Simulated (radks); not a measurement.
Question: Species: Cr. Configuration: [Ar] 3d5 4s1. Calculated with a radial shooting solver on a logarithmic mesh with Libxc functionals: scalar-relativistic Kohn-Sham, OLYP, spin-polarised, spherical densities, point nucleus; open shells are filled with parallel spins first. Some entries of the table are withheld. Estimate them.

orbital,occ.,eigenvalue (eV),<r^2> (bohr^2),r(max) (bohr)
1s up,1,-5878.551,0.005433,0.04161
1s down,1,-5878.537,0.005433,0.04161
2s up,1,-667.2543,0.1016,0.2435
2s down,1,-665.5286,0.1010,0.2433
2p up,3,-560.6650,0.08321,0.1978
2p down,3,-559.3685,0.08267,0.1976
3s up,1,-74.7916,0.9384,0.7764
3s down,1,-70.1961,0.9443,0.7782
3p up,3,-46.2020,1.100,0.7978
3p down,3,-41.6279,1.118,0.8007
4s up,1,-4.0866,13.08,2.691
3d up,5,(1),2.978,0.8372

Answer: 
(1) 3d up eigenvalue (eV): -3.5325
